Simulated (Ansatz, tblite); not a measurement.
Cost and result up the ladder for the cluster GeC₂⁺ (3 atoms). Charge 1, multiplicity 2. Geometry: r2SCAN-D4/def2-TZVP.

| atom | x (Å) | y (Å) | z (Å) |
| --- | --- | --- | --- |
| Ge1 | -0.2472 | 0.5033 | 1.5513 |
| C2 | 0.0282 | -0.0591 | -0.1972 |
| C3 | 0.2190 | -0.4442 | -1.3541 |

Ansatz on 4 threads of AMD EPYC 9R45 on a shared host; xTB runs through tblite on one thread. Times are rough, summed over both states, and most runs start from the orbitals of an earlier one. RPA@PBE/def2-TZVP serves as the yardstick here, not as an exact answer. The other state is a quartet at its own geometry.

The xTB rows come from tblite. Correlated methods freeze 11 core orbitals; core or outer-core shells of Ge are correlated, in sets that lack core-valence functions. Another isomer (doublet) lies 0.02 eV lower at PBE-D4/def2-TZVP.

Run but left out: HF/STO-3G, HF/def2-TZVP, HF/def2-TZVPP, PBE-QIDH/def2-TZVP, MP2/def2-TZVP, MP2/def2-TZVPP, CCSD/def2-TZVPP, CCSD(T)/def2-TZVPP (doublet: ⟨S²⟩ 1.03 to 1.43, where a pure state has 0.75).

Correlated methods converge slowly with the basis.

xTB has no spin-polarisation term.

| level | functions | wall time | quartet − doublet (eV) | difference from RPA@PBE/def2-TZVP (eV) | remarks |
| --- | --- | --- | --- | --- | --- |
| GFN1-xTB | 17 | 0.004 s | 3.79 | 1.09 | – |
| GFN2-xTB | 17 | 0.004 s | 3.84 | 1.13 | – |
| PBE-D4/def2-TZVP | 110 | 1.8 s | 2.74 | 0.03 | – |
| revPBE-D4/def2-TZVP | 110 | 1.8 s | 2.66 | -0.04 | – |
| r2SCAN-D4/def2-TZVP | 110 | 2.4 s | 2.55 | -0.15 | spin-contaminated (⟨S²⟩ 0.83) (doublet) |
| CAM-B3LYP-D4/def2-TZVP | 110 | 2.7 s | 2.80 | 0.10 | – |
| r2SCANh-D4/def2-TZVP | 110 | 3.6 s | 2.54 | -0.17 | spin-contaminated (⟨S²⟩ 0.85) (doublet) |
| RPA@PBE/def2-TZVP | 110 | 4 s | 2.70 | 0.00 | – |
